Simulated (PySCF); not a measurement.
Ligands exchanged one at a time, Ge F-H. Isolated molecules, 0 K electronic values unless said otherwise. Strings in code marks are SMILES.

Computed with PBE-D3(BJ)/def2-TZVP // r2SCAN-D4/def2-TZVP (PySCF). Excitations are Tamm–Dancoff values on a coarser integration grid. The basis has no diffuse functions, so Rydberg states are missing or too high.

```json
[
 {"species": "0 of 4 F replaced by H (`[F][Ge]([F])([F])[F]`)", "dipole moment (D)": "0.00", "HOMO (eV)": "-10.48", "S1 excitation (TDA) (eV)": "…", "S1–T1 gap (TDA) (eV)": "–", "HOMO–LUMO gap (eV)": "…"},
 {"species": "1 of 4 F replaced by H (`[F][GeH]([F])[F]`)", "dipole moment (D)": "2.32", "HOMO (eV)": "…", "S1 excitation (TDA) (eV)": "8.33", "S1–T1 gap (TDA) (eV)": "0.84", "HOMO–LUMO gap (eV)": "8.00"},
 {"species": "2 of 4 F replaced by H (`[GeH2]([F])[F]`)", "dipole moment (D)": "2.44", "HOMO (eV)": "-8.45", "S1 excitation (TDA) (eV)": "7.69", "S1–T1 gap (TDA) (eV)": "0.46", "HOMO–LUMO gap (eV)": "…"},
 {"species": "3 of 4 F replaced by H (`[GeH3][F]`)", "dipole moment (D)": "1.98", "HOMO (eV)": "-8.15", "S1 excitation (TDA) (eV)": "…", "S1–T1 gap (TDA) (eV)": "0.42", "HOMO–LUMO gap (eV)": "7.11"},
 {"species": "4 of 4 F replaced by H", "dipole moment (D)": "0.00", "HOMO (eV)": "-8.35", "S1 excitation (TDA) (eV)": "–", "S1–T1 gap (TDA) (eV)": "–", "HOMO–LUMO gap (eV)": "8.58"}
]
```

**Question.** What belongs in the gaps?

**Answer.** 
- 0 of 4 F replaced by H (`[F][Ge]([F])([F])[F]`), S1 excitation (TDA) (eV): 7.72
- 0 of 4 F replaced by H (`[F][Ge]([F])([F])[F]`), HOMO–LUMO gap (eV): 7.56
- 1 of 4 F replaced by H (`[F][GeH]([F])[F]`), HOMO (eV): -9.59
- 2 of 4 F replaced by H (`[GeH2]([F])[F]`), HOMO–LUMO gap (eV): 7.55
- 3 of 4 F replaced by H (`[GeH3][F]`), S1 excitation (TDA) (eV): 7.27
